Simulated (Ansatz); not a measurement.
**Reading a saddle point**

A first-order saddle point of BH$_{3}$BrO$_{2}$F, singlet, PBE0-D4/def2-TZVP, with one imaginary mode of 472i cm⁻¹:

```xyz
8
angstrom
B 0.0349 -0.0179 -0.2718
F 1.3116 0.5458 0.5330
O -0.1742 0.8366 -1.2923
O 0.0234 -1.3660 -0.3876
H 0.6591 0.7984 1.3229
Br -1.1240 0.5927 1.6451
H -0.7103 0.4557 -1.9915
H -0.0205 -1.8452 0.4420
```

Ansatz 0.2.0; basis: def2-TZVPP and def2-QZVPP; cores frozen in the correlated methods. Filled d shells of the heavier atoms are correlated. The def2 sets are not built for correlating such inner shells, so the correlated values are less sure here. Extrapolation: Hartree–Fock as exp(−7.88 √X), correlation as X^−2.97.

Question: Which contacts change along the imaginary mode, and what lies on either side? (Judge from chemistry; the calculation decides.)

Answer: The calculation gives: The step is BH₂O₂F ([OH][B]([OH])[F]) + HBr → BH₂BrO₂ ([OH][B]([OH])[Br]) + HF, with the molecules in contact on both sides. Shortening one way: B1–Br6, F2–H5; lengthening the same way: B1–F2, H5–Br6.
```json
{"pair": "B1–Br6", "one side (Å)": "3.94", "saddle (Å)": "2.32", "other side (Å)": "1.96"}
{"pair": "F2–H5", "one side (Å)": "2.26", "saddle (Å)": "1.06", "other side (Å)": "0.94"}
{"pair": "B1–F2", "one side (Å)": "1.34", "saddle (Å)": "1.61", "other side (Å)": "3.33"}
{"pair": "H5–Br6", "one side (Å)": "1.43", "saddle (Å)": "1.82", "other side (Å)": "2.31"}
```

Question: Which side is lower, and how far does the saddle lie above each? (To be estimated.)

Answer: The calculation gives: The side with B1–F2, H5–Br6 short is lower by 0.504 eV; the saddle lies 1.672 eV above it and 1.168 eV above the other (CCSD(T) at an estimated basis limit (MP2 extrapolated from triple and quadruple zeta, plus CCSD(T) − MP2 in triple zeta); electronic energies).

No T1 diagnostic of these runs exceeds 0.011.

Labels in which every atom is bracketed show which atoms are joined, not bond orders.

For scale, one of the runs: CCSD(T)/def2-TZVPP, 214 basis functions, launched by `ansatz run in.yaml --threads 8 --pin off --events-out ev --progress --plain --max-ram 19148MiB`. The run took 93 s on 8 CPU threads of an Arm Neoverse V1 (shared host), with 3.5 GiB of host memory at its peak.
